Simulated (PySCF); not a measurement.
Excitation energy of Ar²⁺ by level of theory

Ar²⁺ [Ne] 3s2 3p4 (3P) → Ar²⁺ [Ne] 3s2 3p3 4s1 (5S), as a difference of total energies. All numbers are calculated (PySCF 2.14, no relativity, point nucleus, in aug-cc-pwCVDZ (6s5p3d, 36 functions)). Correlated levels: nothing frozen. The calculations carry no spin-orbit coupling.

| method | excitation energy (cm⁻¹) |
| --- | --- |
| UHF | 168680 |
| MP2 (all electrons) | 169370 |
| SCS-MP2 (all electrons) | 170580 |
| CCSD (all electrons) | 169620 |
| CCSD(T) (all electrons) | 169580 |

A first-order spin-orbit estimate (lowest level to lowest level, LS coupling) adds 0.061 eV.

The promoted electron is Rydberg-like, and one or two diffuse shells describe it only roughly, which tends to raise the upper state.
